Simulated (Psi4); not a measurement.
H4BN, triplet, geometry from GFN2-xTB (a higher spin typed on purpose: for a closed-shell molecule this is an excited state); WB97X/6-31G* run with Psi4.

The Psi4 input:
```
memory 2 GB

molecule mol {
0 3
B    -0.788053    0.152930   -0.225108
N     0.621707   -0.040988    0.055055
H    -1.388550   -0.893044   -0.304140
H    -1.375597    0.656645    0.703314
H     1.374430    0.320289   -0.510347
H     0.978033   -0.561622    0.851326
}

set {
  basis 6-31g*
  reference uks
  scf_type pk
  puream true
  d_convergence 1e-8
  dft_radial_points 99
  dft_spherical_points 590
}

energy('wb97x')
print_variables()
```

Output, abridged:

```
   => Loading Basis Set <=

    Name: 6-31G*
    Role: ORBITAL
    Keyword: BASIS

         ---------------------------------------------------------
                                   SCF
               by Justin Turney, Rob Parrish, Andy Simmonett
                          and Daniel G. A. Smith
                              UKS Reference
         ---------------------------------------------------------

  ==> Geometry <==

    Molecular point group: c1
    Full point group: C1

    Geometry (in Angstrom), charge = 0, multiplicity = 3:

       Center              X                  Y                   Z               Mass
    ------------   -----------------  -----------------  -----------------  -----------------
         B           -0.774796675936     0.131299655151    -0.192006176562    11.009305360000
         N            0.634963324064    -0.062618344849     0.088156823438    14.003074004430
         H           -1.375293675936    -0.914674344849    -0.271038176562     1.007825032230
         H           -1.362340675936     0.635014655151     0.736415823438     1.007825032230
         H            1.387686324064     0.298658655151    -0.477245176562     1.007825032230
         H            0.991289324064    -0.583252344849     0.884427823438     1.007825032230

  Running in c1 symmetry.

  Rotational constants: A =      4.53088  B =      0.80107  C =      0.79066 [cm^-1]
  Rotational constants: A = 135832.23675  B =  24015.55396  C =  23703.31184 [MHz]
  Nuclear repulsion =   31.586570059549686

  Charge       = 0
  Multiplicity = 3
  Electrons    = 16
  Nalpha       = 9
  Nbeta        = 7

  ==> Algorithm <==

  SCF Algorithm Type is PK.
  DIIS enabled.
  MOM disabled.
  Fractional occupation disabled.
  Guess Type is SAD.
  Energy threshold   = 1.00e-06
  Density threshold  = 1.00e-08
  Integral threshold = 1.00e-12

  ==> Primary Basis <==

  Basis Set: 6-31G*
    Blend: 6-31G*
    Number of shells: 20
    Number of basis functions: 36
    Number of Cartesian functions: 38
    Spherical Harmonics?: true
    Max angular momentum: 2

  ==> DFT Potential <==

   => LibXC <=

    Version 7.1.2
    S. Lehtola, C. Steigemann, M. J. T. Oliveira, and M. A. L. Marques,  SoftwareX 7, 1–5 (2018) (10.1016/j.softx.2017.11.002)

   => Composite Functional: WB97X <=

    wB97X Hyb-GGA Exchange-Correlation Functional

    J.-D. Chai and M. Head-Gordon,  J. Chem. Phys. 128, 084106 (2008) (10.1063/1.2834918)

    Deriv               =              1
    GGA                 =           TRUE
    Meta                =          FALSE

    Exchange Hybrid     =           TRUE
    MP2 Hybrid          =          FALSE

   => Exchange-Correlation Functionals <=

    1.0000   wB97X range-separated functional

   => Exact (HF) Exchange <=

    0.8423            HF,LR [omega = 0.3000]
    0.1577               HF

   => LibXC Density Thresholds  <==

    XC_HYB_GGA_XC_WB97X:  1.00E-14

   => Molecular Quadrature <=

    Radial Scheme          =       TREUTLER
    Pruning Scheme         =           NONE
    Nuclear Scheme         =       TREUTLER

    Blocking Scheme        =         OCTREE
    BS radius alpha        =              1
    Pruning alpha          =              1
    Radial Points          =             99
    Spherical Points       =            590
    Total Points           =         333898
    Total Blocks           =           2448
    Max Points             =            256
    Max Functions          =             36
    Weights Tolerance      =       1.00E-15

  ==> Integral Setup <==

  Using in-core PK algorithm.
   Calculation information:
      Number of atoms:                   6
      Number of AO shells:              20
      Number of primitives:             46
      Number of atomic orbitals:        38
      Number of basis functions:        36

      Integral cutoff                 1.00e-12
      Number of threads:                 1

  Performing in-core PK
  Using 666333 doubles for integral storage.
[...]
    Irrep   Nso     Nmo
   -------------------------
     A         36      36
   -------------------------
    Total      36      36
   -------------------------

  ==> Iterations <==

                        Total Energy        Delta E     RMS |[F,P]|

   @UKS iter SAD:   -81.24297106988048   -8.12430e+01   0.00000e+00
   @UKS iter   1:   -81.75439323675393   -5.11422e-01   1.13474e-02 DIIS/ADIIS
   @UKS iter   2:   -81.78809575855243   -3.37025e-02   9.59425e-03 DIIS/ADIIS
   @UKS iter   3:   -81.83883418453944   -5.07384e-02   1.26117e-03 DIIS/ADIIS
   @UKS iter   4:   -81.84022937937597   -1.39519e-03   4.33945e-04 DIIS/ADIIS
   @UKS iter   5:   -81.84049216222073   -2.62783e-04   1.71761e-04 DIIS/ADIIS
   @UKS iter   6:   -81.84057936491709   -8.72027e-05   7.37354e-05 DIIS
   @UKS iter   7:   -81.84060609180415   -2.67269e-05   2.29722e-05 DIIS
   @UKS iter   8:   -81.84060823864911   -2.14684e-06   5.70234e-06 DIIS
   @UKS iter   9:   -81.84060834932357   -1.10674e-07   1.24711e-06 DIIS
   @UKS iter  10:   -81.84060835341167   -4.08809e-09   2.59623e-07 DIIS
   @UKS iter  11:   -81.84060835356777   -1.56106e-10   5.39284e-08 DIIS
   @UKS iter  12:   -81.84060835357413   -6.35225e-12   1.36963e-08 DIIS
   @UKS iter  13:   -81.84060835357461   -4.83169e-13   3.45845e-09 DIIS
  Energy and wave function converged.

  ==> Post-Iterations <==

   Electrons on quadrature grid:
      Nalpha   =    8.9999998240 ; deviation = -1.760e-07
      Nbeta    =    6.9999999351 ; deviation = -6.488e-08
      Ntotal   =   15.9999997591 ; deviation = -2.409e-07

   @Spin Contamination Metric:   4.870041391E-03
   @S^2 Expected:                2.000000000E+00
   @S^2 Observed:                2.004870041E+00
   @S   Expected:                1.000000000E+00
   @S   Observed:                1.000000000E+00

    Orbital Energies [Eh]
    ---------------------

    Alpha Occupied:

[...]
    Alpha Virtual:

[...]
    Beta Occupied:

[...]
       7A     -0.408641

    Beta Virtual:

[...]
    Final Occupation by Irrep:
              A
    DOCC [     7 ]
    SOCC [     2 ]
    NA   [     9 ]
    NB   [     7 ]

  @UKS Final Energy:   -81.84060835357461

   => Energetics <=

    Nuclear Repulsion Energy =             31.5865700595496861
    One-Electron Energy =                -171.6818916532001253
    Two-Electron Energy =                  66.6867651165773481
    DFT Exchange-Correlation Energy =      -8.4320518765015002
    Empirical Dispersion Energy =           0.0000000000000000
    VV10 Nonlocal Energy =                  0.0000000000000000
    Total Energy =                        -81.8406083535746092

  UHF NO Occupations:
  HONO-2 :    7  A 1.9984079
  HONO-1 :    8  A 1.0000000
  HONO-0 :    9  A 1.0000000
  LUNO+0 :   10  A 0.0015921
  LUNO+1 :   11  A 0.0003559
  LUNO+2 :   12  A 0.0002975
  LUNO+3 :   13  A 0.0001089

Computation Completed

Properties will be evaluated at   0.000000,   0.000000,   0.000000 [a0]

Properties computed using the SCF density matrix

 Multipole Moments:

 ------------------------------------------------------------------------------------
     Multipole            Electronic (a.u.)      Nuclear  (a.u.)        Total (a.u.)
 ------------------------------------------------------------------------------------

 L = 1.  Multiply by 2.5417464519 to convert [e a0] to [Debye]
 Dipole X            :          0.8789648            0.4008132            1.2797780
 Dipole Y            :          0.3591724           -0.6540031           -0.2948307
 Dipole Z            :         -0.5637886            1.0008503            0.4370617
 Magnitude           :                                                    1.3841169

 ------------------------------------------------------------------------------------

  Variable Map:
  ----------------------------------------------------------------------------
[...]
  Array Variable Map:
  ----------------------------------------------------------------------------
[...]
[...]
```
